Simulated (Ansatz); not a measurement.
Relaxation of ClH8PW (11 atoms, charge 0, multiplicity 1), to a largest force component of 0.03 eV/Å in at most 50 steps.

Level of theory: RKS BLYP-D4/def2-SVP in Ansatz.

```xyz
11
Properties=species:S:1:pos:R:3
W 0.360 0.213 -0.387
H -0.290 -0.037 2.452
H 1.534 -0.642 0.491
H -0.335 1.678 0.121
H -1.257 0.145 0.132
H -0.153 -1.235 0.340
Cl 0.581 0.046 -2.629
P 1.931 1.675 0.778
H 3.216 1.221 0.322
H 1.878 2.881 -0.004
H 0.242 0.444 2.373
```

Q: Where does it end, and by what steps?

A: The run converged. After 19 steps the energy has fallen by 0.266 eV; H2 moved furthest, 1.23 Å.

| step | energy less start (eV) | largest force component (eV/Å) | accepted |
| --- | --- | --- | --- |
| 0 | 0.0000 | 1.389 | yes |
| 1 | -0.0918 | 0.166 | yes |
| 2 | -0.1226 | 0.189 | yes |
| 3 | -0.1459 | 0.205 | yes |
| 4 | -0.1790 | 0.549 | yes |
| 5 | -0.2086 | 0.347 | yes |
| 6 | -0.2296 | 0.358 | yes |
| 7 | -0.2399 | 0.339 | yes |
| 8 | -0.2440 | 0.274 | yes |
| 9 | -0.2530 | 0.208 | yes |
| 10 | -0.2588 | 0.143 | yes |
| 11 | -0.1632 | 1.590 | no |
| 12 | -0.2622 | 0.039 | yes |
| 13 | -0.2618 | 0.322 | no |
| 14 | -0.2633 | 0.068 | yes |
| 15 | -0.2644 | 0.090 | yes |
| 16 | -0.2650 | 0.164 | yes |
| 17 | -0.2658 | 0.077 | yes |
| 18 | -0.2662 | 0.034 | yes |
| 19 | -0.2664 | 0.026 | yes |

```xyz
11
Properties=species:S:1:pos:R:3
W 0.437 0.216 -0.801
H -0.467 0.014 3.672
H 1.723 -0.592 -0.045
H -0.168 1.750 -0.397
H -1.054 0.253 0.012
H 0.023 -1.083 0.212
Cl 0.336 -0.200 -3.044
P 1.873 1.564 0.452
H 3.267 1.282 0.595
H 1.893 2.989 0.338
H -0.155 0.197 2.997
```

Run time: 48 s on 2 threads of Arm Neoverse V2, on a shared host, peak memory 0.15 GiB.
